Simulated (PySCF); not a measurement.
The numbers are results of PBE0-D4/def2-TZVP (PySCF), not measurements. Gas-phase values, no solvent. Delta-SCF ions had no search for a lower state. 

Reference species (SMILES): `Cl/C=C/F` (neutral, multiplicity 1).

```json
{
 "HOMO–LUMO gap": "7.25 eV",
 "HOMO": "-7.42 eV",
 "vertical ionisation energy (Delta-SCF)": "9.82 eV"
}
```

Changed species: `C(/F)=C/Cl`.

### Question
What does the change do to the HOMO–LUMO gap, HOMO and vertical ionisation energy (Delta-SCF)?

### Answer
the HOMO–LUMO gap rises by 0.15 eV, to 7.40 eV; the HOMO drops by 0.02 eV, to -7.44 eV; the vertical ionisation energy (Delta-SCF) hardly moves.
